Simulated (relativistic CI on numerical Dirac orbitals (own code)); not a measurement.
## Level scheme of Mo⁵⁺

Method of calculation: Dirac-Coulomb-Breit CI, orbitals from a KLI potential per configuration, QED by a radiative potential, valence Slater integrals scaled by 0.85, P86 correlation estimate, and configurations built on the next ion tied to the tabulated ionisation energy (semi-empirical) (own radial code, finite nucleus).

Configuration list (outside the closed core [Ar] 3d10): 4s²4p⁶4d, 4s²4p⁶5s, 4s²4p⁶5p, 4s²4p⁶5d, 4s²4p⁶6s, 4s²4p⁶4f, 4s²4p⁶5f, 4s²4p⁵4d², 4s²4p⁴4d³, 4s²4p⁶6p, 4s4p⁶4d², 4s²4p⁵4d4f, 4s²4p⁶6d, 4s²4p⁶5g, 4s²4p⁶6f, 4s²4p⁵4d5s, 4s²4p⁵4d5p, 4s4p⁶4d4f, 4p⁶4d³, 4s²4p⁴4d4f², 4s²4p⁵4d5d, 4s²4p⁵5s², 4s²4p⁵4d6s. Levels of other configurations are missing.

The lowest level is 4s²4p⁶4d ²D3/2, with 98 % of that term; Hund's rules for 4s²4p⁶4d give ²D with J = 3/2, in agreement.

```
No.  Configuration  Term     J  E (cm⁻¹)    %  Lifetime (s)            jj configuration (%)
  1       4s²4p⁶4d    ²D   3/2         0   98                                    4d3/2 (98)
  2       4s²4p⁶4d    ²D   5/2      2500   98      5.94e+00                      4d5/2 (98)
  3       4s²4p⁶5s    ²S   1/2    122185   99      4.90e-05                         5s (99)
  4       4s²4p⁶5p   ²P°   1/2    184889   99      1.35e-10                      5p1/2 (99)
  5       4s²4p⁶5p   ²P°   3/2    189621   99      1.29e-10                      5p3/2 (99)
  6       4s²4p⁶4f   ²F°   5/2    275514   90      7.85e-11                      4f5/2 (90)
  7       4s²4p⁶4f   ²F°   7/2    275835   91      7.36e-11                      4f7/2 (91)
  8       4s²4p⁶5d    ²D   3/2    284964  100      2.17e-10                     5d3/2 (100)
  9       4s²4p⁶5d    ²D   5/2    285740  100      2.31e-10                     5d5/2 (100)
 10    4p⁵4d²(3F)‡   ⁴D°   1/2    305892   99      8.49e-08            4p3/2^3 4d3/2^2 (61)
 11    4p⁵4d²(3F)‡   ⁴D°   3/2    306818   94      5.10e-08            4p3/2^3 4d3/2^2 (45)
 12    4p⁵4d²(3F)‡   ⁴D°   5/2    308366   89      6.85e-08        4p3/2^3 4d3/2 4d5/2 (73)
 13    4p⁵4d²(3F)‡   ⁴D°   7/2    311038   89      1.00e-07        4p3/2^3 4d3/2 4d5/2 (48)
 14       4s²4p⁶6s    ²S   1/2    315950  100      1.52e-10                        6s (100)
 15    4p⁵4d²(3F)‡   ⁴G°  11/2    317575   99      1.92e+02            4p3/2^3 4d5/2^2 (75)
 16    4p⁵4d²(3F)‡   ⁴G°   9/2    318585   83      4.31e-01        4p3/2^3 4d3/2 4d5/2 (90)
 17    4p⁵4d²(3P)‡   ⁴P°   5/2    319988   86      3.56e-08        4p3/2^3 4d3/2 4d5/2 (46)
 18    4p⁵4d²(3F)‡   ⁴G°   7/2    320615   69      2.31e-07            4p3/2^3 4d3/2^2 (52)
 19    4p⁵4d²(3F)‡   ⁴G°   5/2    322217   40      5.44e-09            4p3/2^3 4d3/2^2 (48)
 20    4p⁵4d²(3P)‡   ⁴P°   3/2    323605   84      2.91e-08        4p3/2^3 4d3/2 4d5/2 (45)
 21    4p⁵4d²(1D)‡   ²D°   3/2    326486   44      2.31e-09            4p3/2^3 4d3/2^2 (56)
 22    4p⁵4d²(3P)‡   ⁴P°   1/2    327027   87      5.15e-08        4p3/2^3 4d3/2 4d5/2 (65)
 23    4p⁵4d²(1D)‡   ²D°   5/2    328412   69      1.17e-08            4p3/2^3 4d5/2^2 (65)
 24    4p⁵4d²(3F)‡   ⁴F°   9/2    329912   75      1.93e-02            4p3/2^3 4d5/2^2 (73)
 25    4p⁵4d²(3F)‡   ⁴F°   7/2    331091   42      1.17e-08        4p3/2^3 4d3/2 4d5/2 (76)
 26    4p⁵4d²(1G)‡   ²F°   5/2    334466   43      3.11e-10        4p3/2^3 4d3/2 4d5/2 (47)
 27    4p⁵4d²(3F)‡   ⁴F°   3/2    334517   46      1.79e-09        4p3/2^3 4d3/2 4d5/2 (51)
 28    4p⁵4d²(1G)‡   ²H°  11/2    335695   99      3.07e-01        4p3/2^3 4d3/2 4d5/2 (75)
 29    4p⁵4d²(1G)‡   ²F°   7/2    336192   52      1.91e-09        4p3/2^3 4d3/2 4d5/2 (61)
 30    4p⁵4d²(1D)‡   ²P°   1/2    336372   91      4.70e-09            4p3/2^3 4d5/2^2 (75)
 31    4p⁵4d²(3F)‡   ⁴G°   5/2    337356   42      1.04e-09  4p1/2 4p3/2^4 4d3/2 4d5/2 (35)
 32    4p⁵4d²(1D)‡   ²F°   7/2    338505   91      1.88e-10            4p3/2^3 4d5/2^2 (43)
 33       4s²4p⁶6p   ²P°   1/2    342375   99      2.42e-10                      6p1/2 (99)
 34       4s²4p⁶6p   ²P°   3/2    344376   99      2.35e-10                      6p3/2 (99)
 35    4p⁵4d²(1G)‡   ²H°   9/2    345545   67      3.92e-02        4p3/2^3 4d3/2 4d5/2 (60)
 36    4p⁵4d²(1D)‡   ²P°   3/2    347490   42      2.32e-08      4p1/2 4p3/2^4 4d5/2^2 (41)
 37    4p⁵4d²(3F)‡   ²G°   7/2    348538   61      8.91e-09  4p1/2 4p3/2^4 4d3/2 4d5/2 (77)
 38    4p⁵4d²(3P)‡   ⁴D°   5/2    349302   76      7.62e-10        4p3/2^3 4d3/2 4d5/2 (53)
 39    4p⁵4d²(3F)‡   ⁴D°   7/2    350550   79      1.15e-09      4p1/2 4p3/2^4 4d5/2^2 (39)
 40    4p⁵4d²(3P)‡   ⁴D°   3/2    351126   58      9.79e-10        4p3/2^3 4d3/2 4d5/2 (27)
 41    4p⁵4d²(3F)‡   ²G°   9/2    354493   69      4.08e-03  4p1/2 4p3/2^4 4d3/2 4d5/2 (57)
 42    4p⁵4d²(1D)‡   ²F°   5/2    355848   76      2.23e-10  4p1/2 4p3/2^4 4d3/2 4d5/2 (32)
 43    4p⁵4d²(3P)‡   ⁴D°   1/2    356383   95      6.97e-10      4p1/2 4p3/2^4 4d3/2^2 (30)
 44    4p⁵4d²(3P)‡   ²D°   3/2    362957   58      7.22e-10  4p1/2 4p3/2^4 4d3/2 4d5/2 (51)
 45    4p⁵4d²(3P)‡   ²S°   1/2    366535   92      2.47e-09  4p1/2 4p3/2^4 4d3/2 4d5/2 (47)
 46    4p⁵4d²(3P)‡   ⁴S°   3/2    366682   77      9.32e-10      4p1/2 4p3/2^4 4d5/2^2 (33)
 47    4p⁵4d²(1G)‡   ²G°   7/2    368269   81      3.20e-10      4p1/2 4p3/2^4 4d5/2^2 (28)
 48    4p⁵4d²(3P)‡   ²D°   5/2    368915   73      5.77e-10      4p1/2 4p3/2^4 4d5/2^2 (44)
 49    4p⁵4d²(1G)‡   ²G°   9/2    370352   79      3.72e-03      4p1/2 4p3/2^4 4d5/2^2 (42)
 50       4s²4p⁶5f   ²F°   5/2    374539   59      1.38e-10                      5f5/2 (59)
 51    4p⁵4d²(1S)‡   ²P°   3/2    375227   95      1.25e-09            4p3/2^3 4d5/2^2 (51)
 52       4s²4p⁶5f   ²F°   7/2    375247   74      2.19e-10                      5f7/2 (74)
 53       4s²4p⁶6d    ²D   3/2    388335  100      5.59e-10                     6d3/2 (100)
 54       4s²4p⁶6d    ²D   5/2    388717  100      6.00e-10                     6d5/2 (100)
 55    4p⁵4d²(1S)‡   ²P°   1/2    390698   98      9.14e-10      4p1/2 4p3/2^4 4d5/2^2 (70)
 56       4s²4p⁶5g    ²G   7/2    396170  100      1.64e-10                     5g7/2 (100)
 57       4s²4p⁶5g    ²G   9/2    396172  100      1.64e-10                     5g9/2 (100)
 58    4p⁵4d²(3F)‡   ²F°   5/2    412392   56      6.55e-12        4p3/2^3 4d3/2 4d5/2 (41)
 59    4p⁵4d²(1G)‡   ²F°   7/2    417915   53      7.56e-12  4p1/2 4p3/2^4 4d3/2 4d5/2 (35)
 60    4p⁵4d²(3P)‡   ²P°   1/2    427564   97      4.31e-12        4p3/2^3 4d3/2 4d5/2 (53)
 61    4p⁵4d²(3P)‡   ²P°   3/2    432056   96      4.27e-12  4p1/2 4p3/2^4 4d3/2 4d5/2 (43)
 62    4p⁵4d²(3F)‡   ²D°   5/2    437759   90      3.53e-12            4p3/2^3 4d5/2^2 (46)
 63    4p⁵4d²(3F)‡   ²D°   3/2    438628   96      3.29e-12      4p1/2 4p3/2^4 4d3/2^2 (48)
 64       4s²4p⁶6f   ²F°   5/2    441463   77      1.10e-11                      6f5/2 (77)
 65    4s²4p⁵4d5s‡   ⁴P°   1/2    442497   97      1.03e-09           4p3/2^3 4d3/2 5s (93)
 66       4s²4p⁶6f   ²F°   7/2    442963   73      9.81e-12                      6f7/2 (73)
 67    4s²4p⁵4d5s‡   ⁴P°   3/2    445462   93      6.26e-10           4p3/2^3 4d3/2 5s (65)
 68    4s²4p⁵4d5s‡   ⁴P°   5/2    451226   88      1.18e-09           4p3/2^3 4d5/2 5s (63)
 69    4s²4p⁵4d5s‡   ²P°   1/2    452136   93      3.59e-11           4p3/2^3 4d3/2 5s (79)
 70    4s²4p⁵4d5s‡   ⁴F°   9/2    453717  100      3.86e-05          4p3/2^3 4d5/2 5s (100)
```

Energies count from the lowest computed level; ° marks odd parity; lifetimes are radiative, by E1, M1, E2, M2, E3 decay to levels of this space only. Percentages are summed over parent terms; the parents shown are those of the largest component, closed shells are left out there. Filled j subshells are mostly left out of the jj labels. ‡ marks configurations that were not tied to measured data.

The mean weight of the leading LS term, summed over parents, in these 70 levels is 81 %, and that of the leading jj configuration (from the same eigenvectors) 66 %, so LS coupling describes them better.

Configurations that consist of the next ion and one excited electron were tied to the tabulated ionisation energy; Rydberg ones are usually within 1,000 to 3,000 cm⁻¹ and the lowest ones within about 6,000 (9,000 in d shells), while levels on excited terms of the next ion carry the error of that term, and the other configurations can be misplaced by 10,000 cm⁻¹ or more. Rates follow the energies as ν³ (E1, M1) or ν⁵ (E2), so rates, branching and lifetimes can be off by large factors. 14 of the 23 excited levels that our extract of the measured tables holds in this range could be paired (the sources list more); they are missed by 8445 cm⁻¹ on average and 25162 at most, and levels without a partner can miss by more.

LS names give the leading component of a level, which can be under half, so a name can repeat, a term be missing and a line seem to break the LS rules.
